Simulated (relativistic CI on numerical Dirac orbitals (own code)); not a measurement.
## Os17+: q coefficients and field-shift factors

Calculated at this level of theory: Dirac-Coulomb-Breit CI, orbitals from a KLI potential per configuration, derivatives by finite differences, unscaled Slater integrals, QED left out (own radial code, finite nucleus).

Configuration list (outside the closed core [Kr]): 4d10.4f12.5s, 4d10.4f13, 4d10.4f11.5s2, 4d10.4f12.5p, 4d10.4f11.5s.5p, 4d10.4f12.5f, 4d9.4f13.5s, 4d10.4f11.5s.6s. Levels of other configurations are missing.

With x = (α/α₀)² − 1 an excitation energy changes as ω = ω₀ + qx; K = 2q/ω₀ is the relative enhancement. Terms are leading LS components, so labels can repeat. The field-shift factor is F = δν/δ⟨r²⟩ for the transition from the lowest level.

Lowest level 4d10.4f12.5s 4H_13/2.

| Level | ω₀ (cm⁻¹) | q (cm⁻¹) | F (GHz/fm²) |
| --- | --- | --- | --- |
| 4d10.4f12.5s 4H_11/2 | 8347.6 | 4342 | -2.36 |
| 4d10.4f13 2F°_7/2 | 9175.5 | 344800 | -525 |
| 4d10.4f12.5s 4F_9/2 | 12092.2 | -531.7 | -0.567 |
| 4d10.4f12.5s 2G_7/2 | 17158.4 | 2489 | -2.27 |
| 4d10.4f12.5s 4H_9/2 | 24275.1 | 21110 | 0.569 |
| 4d10.4f12.5s 2H_11/2 | 27939.6 | 19650 | -3.69 |
| 4d10.4f13 2F°_5/2 | 31707.7 | 365400 | -524 |
| 4d10.4f12.5s 4F_7/2 | 31760.1 | 22050 | 1.1 |
| 4d10.4f12.5s 4F_5/2 | 33649.7 | 15160 | 0.835 |
| 4d10.4f12.5s 4F_3/2 | 34186.0 | 11760 | 0.271 |
| 4d10.4f12.5s 2G_9/2 | 37047.1 | 21660 | -2.44 |
| 4d10.4f12.5s 2F_7/2 | 40713.0 | 23490 | -2.63 |
| 4d10.4f12.5s 2F_5/2 | 45075.3 | 13100 | -4.12 |
| 4d10.4f11.5s2 4I°_15/2 | 45628.7 | -358500 | 546 |
| 4d10.4f12.5s 2G_7/2 | 54061.5 | 36910 | -0.602 |
| 4d10.4f12.5s 2H_9/2 | 57556.2 | 42290 | -2.07 |
| 4d10.4f12.5s 4P_5/2 | 64254.1 | 19990 | -0.81 |
| 4d10.4f11.5s2 4I°_13/2 | 65100.7 | -339200 | 548 |
| 4d10.4f12.5s 2D_3/2 | 65797.1 | 19240 | -0.653 |
| 4d10.4f11.5s2 4I°_11/2 | 71201.3 | -347000 | 547 |
| 4d10.4f11.5s2 2G°_9/2 | 71763.2 | -358900 | 547 |
| 4d10.4f12.5s 2I_13/2 | 75313.7 | 18070 | -0.554 |
| 4d10.4f12.5s 2I_11/2 | 75648.6 | 18550 | -0.693 |

At this charge transitions that keep the count of f electrons are usually good to a few per cent. Terms inside the open d or f shell come out 10 to 20 % too wide with unscaled integrals. Levels that differ in their count of f electrons can be misplaced by several ten thousand cm⁻¹, since the correlation energy of f electrons is missing or only estimated; rates across such gaps can be off by orders of magnitude.

(1) Which transition from the lowest level has the largest |K|?

Results:

(1) 4d10.4f13 2F°_7/2 at 9175.5 cm⁻¹, K = 75.1.
